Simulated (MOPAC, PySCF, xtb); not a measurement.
Pair of molecules: SiH4 (SMILES [SiH4]) (first 5 atoms) with H4OSi (SMILES O[SiH3]); geometry from B3LYP-D3(BJ)/def2-TZVP, rigid monomers moved along the line of their centres of mass till H5···H8 is 2.42 Å.
(charge 0, multiplicity 1):
| atom | x (Å) | y (Å) | z (Å) |
|---|---|---|---|
| Si | -0.0062 | 0.1505 | 0.1976 |
| H | -0.8232 | 1.0756 | 1.0133 |
| H | 1.3765 | 0.6587 | 0.0843 |
| H | -0.6091 | -0.0042 | -1.1439 |
| H | 0.0172 | -1.1748 | 0.8658 |
| O | -0.4912 | -1.2609 | 4.1165 |
| Si | -0.0360 | 0.2656 | 4.5511 |
| H | -0.6256 | -1.4416 | 3.1822 |
| H | 1.1003 | 0.7435 | 3.7224 |
| H | 0.3714 | 0.1849 | 5.9677 |
| H | -1.1451 | 1.2395 | 4.4038 |

Interaction energies are E(AB) − E(A) − E(B) at the monomers' geometry in the complex; basis-set methods are counterpoise corrected. Rows marked so take none.

Rows in 3-21G carry no dispersion term and start afresh at each structure. The state reached by PM7 isn't checked; PM7 holds dispersion and hydrogen-bond terms.

Run with MOPAC for PM7 (differences of heats of formation); PySCF for 3-21G rows; xtb for the GFN methods. Values without a source in brackets are computed.

One of these levels gives 0.17 kcal/mol for the interaction energy. Which?
(A) PM7
(B) B3LYP/3-21G (no counterpoise)
(C) GFN1-xTB

A, PM7. The others give -1.66 (GFN1-xTB), -1.03 (B3LYP/3-21G (no counterpoise))
